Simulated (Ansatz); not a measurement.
Relaxation of C2H3AlF2 (8 atoms, charge 0, multiplicity 1), to a largest force component of 0.02 eV/Å in at most 40 steps.

Level of theory: Ansatz, UKS PBE0/STO-3G.

```xyz
8
Properties=species:S:1:pos:R:3
F -1.605 0.578 -0.196
C -0.721 0.825 0.805
C 0.454 0.214 0.654
F 1.392 0.409 1.611
Al 0.495 -0.882 -1.050
H -1.109 1.483 1.570
H 1.776 -1.674 -1.362
H -0.681 -0.952 -2.031
```

Problem. Where does it end, and by what steps?

Solution. The forces met the threshold. Limits of this set-up: minimal basis. After 7 steps the energy has fallen by 0.409 eV; F1 moved furthest, 0.37 Å.

| step | energy less start (eV) | largest force component (eV/Å) | accepted |
| --- | --- | --- | --- |
| 0 | 0.0000 | 1.609 | yes |
| 1 | -0.3313 | 0.559 | yes |
| 2 | -0.3863 | 0.469 | yes |
| 3 | -0.3902 | 0.343 | yes |
| 4 | -0.4077 | 0.106 | yes |
| 5 | -0.4086 | 0.026 | yes |
| 6 | -0.4087 | 0.030 | yes |
| 7 | -0.4087 | 0.009 | yes |

```xyz
8
Properties=species:S:1:pos:R:3
F -1.881 0.790 -0.073
C -0.804 0.840 0.766
C 0.351 0.164 0.508
F 1.359 0.305 1.443
Al 0.587 -0.920 -1.047
H -0.955 1.472 1.662
H 1.891 -1.630 -1.243
H -0.548 -1.020 -2.017
```

Whether the end is a true minimum wasn't checked by a vibrational analysis.

The run took 36 s on 1 thread of Arm Neoverse N1 (shared host), peak memory 0.14 GiB.
